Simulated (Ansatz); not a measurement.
Born–Oppenheimer molecular dynamics of Cl₄FHSi (7 atoms, charge 0, multiplicity 1). It starts at the highest image of a converged band, a first-order saddle point between two minima.

Method: Ansatz 0.2.0, RKS PBE0/def2-SVP.

```json
{"ensemble": "NVE (velocity Verlet)", "time step": "0.5 fs", "steps asked": "200", "starting velocities drawn for": "100 K", "seed": "2537"}
```

Frames 2.5 fs apart, positions in Å, forces in eV/Å.

Velocities at 60 fs (Å/ps):

```
Si 7.15 -5.25 -1.93
F 0.85 7.26 -0.72
Cl 6.49 1.15 -3.26
Cl -0.79 -4.17 7.81
Cl -0.44 -2.30 -5.51
Cl -10.96 5.50 2.81
H -14.91 3.02 2.41
```

```xyz
7
Properties=species:S:1:pos:R:3:forces:R:3 time_fs=60 energy_less_start_eV=-0.722 T=1217
Si -0.023 -0.122 -0.131 0.55 -0.33 1.34
F -0.028 -0.589 1.461 -0.33 0.61 -1.16
Cl 1.909 0.571 -0.110 0.21 -0.43 -0.37
Cl -0.864 1.370 -1.259 -0.32 0.03 0.31
Cl -0.766 -1.818 -0.974 0.37 -0.10 -0.22
Cl -2.470 0.786 1.399 -0.61 0.21 0.35
H -2.550 0.320 2.605 0.13 0.00 -0.25
7
Properties=species:S:1:pos:R:3:forces:R:3 time_fs=62.5 energy_less_start_eV=-0.775 T=1300
Si -0.004 -0.136 -0.135 0.49 -0.19 1.12
F -0.026 -0.570 1.457 -0.34 0.50 -1.04
Cl 1.925 0.573 -0.118 0.15 -0.51 -0.38
Cl -0.866 1.359 -1.239 -0.30 0.05 0.29
Cl -0.767 -1.824 -0.988 0.46 -0.03 -0.12
Cl -2.498 0.800 1.406 -0.55 0.22 0.23
H -2.583 0.327 2.604 0.10 -0.04 -0.11
7
Properties=species:S:1:pos:R:3:forces:R:3 time_fs=65 energy_less_start_eV=-0.827 T=1379
Si 0.015 -0.149 -0.136 0.38 -0.01 0.70
F -0.025 -0.549 1.450 -0.35 0.35 -0.74
Cl 1.942 0.575 -0.127 0.10 -0.58 -0.38
Cl -0.869 1.349 -1.219 -0.26 0.05 0.29
Cl -0.767 -1.830 -1.002 0.56 0.04 -0.01
Cl -2.527 0.814 1.414 -0.49 0.29 -0.04
H -2.611 0.332 2.598 0.06 -0.14 0.19
7
Properties=species:S:1:pos:R:3:forces:R:3 time_fs=67.5 energy_less_start_eV=-0.871 T=1447
Si 0.035 -0.163 -0.135 0.24 0.21 0.13
F -0.026 -0.528 1.441 -0.36 0.18 -0.31
Cl 1.958 0.576 -0.137 0.06 -0.64 -0.38
Cl -0.872 1.339 -1.198 -0.20 0.02 0.29
Cl -0.766 -1.836 -1.016 0.66 0.11 0.09
Cl -2.557 0.829 1.421 -0.45 0.23 0.05
H -2.635 0.329 2.600 0.04 -0.10 0.13
7
Properties=species:S:1:pos:R:3:forces:R:3 time_fs=70 energy_less_start_eV=-0.900 T=1492
Si 0.056 -0.177 -0.135 0.09 0.42 -0.51
F -0.028 -0.505 1.431 -0.37 0.00 0.19
Cl 1.975 0.575 -0.147 0.04 -0.70 -0.37
Cl -0.875 1.329 -1.177 -0.14 0.00 0.30
Cl -0.764 -1.841 -1.030 0.76 0.18 0.20
Cl -2.587 0.844 1.429 -0.42 0.06 0.36
H -2.656 0.321 2.609 0.04 0.04 -0.17
7
Properties=species:S:1:pos:R:3:forces:R:3 time_fs=72.5 energy_less_start_eV=-0.916 T=1517
Si 0.077 -0.189 -0.135 -0.05 0.59 -1.09
F -0.031 -0.483 1.421 -0.39 -0.14 0.65
Cl 1.992 0.574 -0.159 0.02 -0.75 -0.36
Cl -0.879 1.318 -1.155 -0.07 -0.02 0.29
Cl -0.761 -1.847 -1.044 0.86 0.24 0.30
Cl -2.618 0.859 1.438 -0.39 0.00 0.41
H -2.675 0.314 2.610 0.03 0.07 -0.20
7
Properties=species:S:1:pos:R:3:forces:R:3 time_fs=75 energy_less_start_eV=-0.928 T=1536
Si 0.098 -0.200 -0.138 -0.19 0.70 -1.46
F -0.035 -0.461 1.414 -0.39 -0.24 0.94
Cl 2.009 0.571 -0.170 0.00 -0.79 -0.35
Cl -0.883 1.308 -1.133 -0.02 -0.02 0.26
Cl -0.756 -1.852 -1.057 0.95 0.28 0.38
Cl -2.650 0.875 1.447 -0.35 0.11 0.14
H -2.692 0.311 2.600 0.00 -0.05 0.09
7
Properties=species:S:1:pos:R:3:forces:R:3 time_fs=77.5 energy_less_start_eV=-0.943 T=1558
Si 0.119 -0.210 -0.143 -0.34 0.74 -1.50
F -0.040 -0.440 1.409 -0.36 -0.28 0.96
Cl 2.026 0.566 -0.182 -0.01 -0.83 -0.34
Cl -0.887 1.298 -1.110 0.02 0.02 0.21
Cl -0.749 -1.856 -1.070 1.02 0.31 0.44
Cl -2.682 0.890 1.456 -0.32 0.15 0.02
H -2.709 0.306 2.594 -0.01 -0.11 0.21
7
Properties=species:S:1:pos:R:3:forces:R:3 time_fs=80 energy_less_start_eV=-0.964 T=1591
Si 0.138 -0.218 -0.152 -0.49 0.71 -1.21
F -0.047 -0.420 1.407 -0.29 -0.29 0.70
Cl 2.043 0.561 -0.195 -0.02 -0.85 -0.34
Cl -0.891 1.288 -1.087 0.03 0.08 0.13
Cl -0.741 -1.860 -1.081 1.08 0.32 0.48
Cl -2.715 0.906 1.465 -0.31 0.01 0.27
H -2.726 0.295 2.599 -0.01 0.03 -0.03
7
Properties=species:S:1:pos:R:3:forces:R:3 time_fs=82.5 energy_less_start_eV=-0.983 T=1621
Si 0.157 -0.225 -0.164 -0.65 0.65 -0.68
F -0.054 -0.400 1.408 -0.17 -0.29 0.24
Cl 2.060 0.554 -0.209 -0.03 -0.87 -0.33
Cl -0.894 1.278 -1.064 0.03 0.18 0.02
Cl -0.731 -1.863 -1.093 1.13 0.31 0.50
Cl -2.749 0.921 1.475 -0.30 -0.11 0.46
H -2.744 0.285 2.602 -0.01 0.14 -0.22
7
Properties=species:S:1:pos:R:3:forces:R:3 time_fs=85 energy_less_start_eV=-0.997 T=1643
Si 0.174 -0.230 -0.177 -0.79 0.58 -0.05
F -0.062 -0.382 1.409 -0.03 -0.29 -0.28
Cl 2.077 0.545 -0.223 -0.05 -0.89 -0.32
Cl -0.898 1.268 -1.040 0.01 0.29 -0.09
Cl -0.719 -1.866 -1.103 1.15 0.28 0.50
Cl -2.783 0.937 1.486 -0.29 -0.02 0.28
H -2.762 0.283 2.595 0.00 0.04 -0.04
7
Properties=species:S:1:pos:R:3:forces:R:3 time_fs=87.5 energy_less_start_eV=-1.001 T=1649
Si 0.190 -0.234 -0.190 -0.89 0.51 0.54
F -0.070 -0.364 1.410 0.11 -0.30 -0.75
Cl 2.094 0.535 -0.237 -0.08 -0.89 -0.31
Cl -0.902 1.259 -1.017 -0.03 0.42 -0.21
Cl -0.705 -1.869 -1.112 1.16 0.25 0.49
Cl -2.817 0.953 1.497 -0.29 0.13 0.03
H -2.781 0.282 2.585 0.01 -0.11 0.21
```

Of the whole run (100 fs, mean temperature of the second half 1462 K): The conserved energy stayed within 0.0076 meV per atom of its start (net change -0.0017 meV per atom), so the integration is sound. The kinetic energy rose, since the run started high on the potential surface and went downhill. It ends in pieces (Cl3FSi + ClH), so much of that is their flight and rotation, not heat. A run of 0.1 ps of so small a system gives no equilibrium averages. The orbitals stay closed-shell, which can raise the energy where a bond breaks towards radicals; this wasn't checked here.

The run took 6.4 min on 2 threads of Intel(R) Xeon(R) 6975P-C (Granite Rapids), on a shared host, peak memory 0.31 GiB.
